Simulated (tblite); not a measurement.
Compound: 3-methoxybenzenethiol, C7H8OS.
Numbering: `[CH3:1][O:2][c:3]1[cH:4][cH:5][cH:6][c:7]([SH:8])[cH:9]1` (hydrogens: H10, H11, H12 on C1; H13 on C4; H14 on C5; H15 on C6; H16 on S8; H17 on C9)

Computed with GFN2-xTB (tblite), gas phase: nudged elastic band of 9 images (0 to 8), spring 0.2 eV/Å², climbing image at the end, force threshold 0.05 eV/Å. The top image wasn't refined or checked by frequencies; at this threshold it can lie a kcal/mol or more above the true saddle point of the method.

The band describes a rotation about C3–O2 (aromatic carbon bearing oxygen, aryl ether oxygen), followed by the dihedral C9–C3–O2–C1, from the optimised start (179°) to a second optimised geometry at -1°.

Q: How does the energy change from image to image?

A: 
```json
{"image": "0", "dihedral (°)": "179", "E (kJ/mol)": "0.00", "C3–O2 (Å)": "1.361", "C9···C1 (Å)": "3.63", "largest true force (eV/Å)": "0.01"}
{"image": "1", "dihedral (°)": "-160", "E (kJ/mol)": "3.77", "C3–O2 (Å)": "1.363", "C9···C1 (Å)": "3.60", "largest true force (eV/Å)": "0.06"}
{"image": "2", "dihedral (°)": "-138", "E (kJ/mol)": "11.79", "C3–O2 (Å)": "1.370", "C9···C1 (Å)": "3.51", "largest true force (eV/Å)": "0.06"}
{"image": "3", "dihedral (°)": "-113", "E (kJ/mol)": "18.03", "C3–O2 (Å)": "1.378", "C9···C1 (Å)": "3.35", "largest true force (eV/Å)": "0.03"}
{"image": "4", "dihedral (°)": "-88", "E (kJ/mol)": "20.16", "C3–O2 (Å)": "1.382", "C9···C1 (Å)": "3.16", "largest true force (eV/Å)": "0.03"}
{"image": "5", "dihedral (°)": "-62", "E (kJ/mol)": "17.41", "C3–O2 (Å)": "1.376", "C9···C1 (Å)": "3.00", "largest true force (eV/Å)": "0.04"}
{"image": "6", "dihedral (°)": "-39", "E (kJ/mol)": "12.07", "C3–O2 (Å)": "1.368", "C9···C1 (Å)": "2.92", "largest true force (eV/Å)": "0.05"}
{"image": "7", "dihedral (°)": "-19", "E (kJ/mol)": "4.68", "C3–O2 (Å)": "1.363", "C9···C1 (Å)": "2.85", "largest true force (eV/Å)": "0.06"}
{"image": "8", "dihedral (°)": "-1", "E (kJ/mol)": "1.13", "C3–O2 (Å)": "1.360", "C9···C1 (Å)": "2.83", "largest true force (eV/Å)": "0.01"}
```

Barriers of this band. The top is image 4 at -88°: 20.16 kJ/mol forward and 19.03 kJ/mol back; the end lies 1.13 kJ/mol above the start. The central bond is 0.021 Å longer at the top than at the start.

Q: What rate follows at 350 K for crossing this barrier forward?

A: Taking the electronic barrier for the free energy of activation (no zero-point or entropy terms, transmission 1), rate = (kT/h)·exp(−ΔE/kT) ≈ 7 × 10^9 s⁻¹, whose inverse is 1 × 10^-10 s. An error of 1 kcal/mol in the barrier changes this by a factor of 4, and the method and the loose band can each miss by that much or more.

Q: How would the two end points share their population at 350 K, from these energies alone?

A: exp(−ΔE/kT) with ΔE = 0.012 eV gives 0.67 for the higher one (end) against 1 for the lower, without vibrational, rotational or degeneracy terms. GFN2-xTB can put conformers this close in the wrong order.

What follows is the cost of the whole band run. On one thread of an INTEL XEON PLATINUM 8581C at 2.10 GHz, no GPU (shared host), this took 6.0 s and 0.18 GiB of memory at its peak.
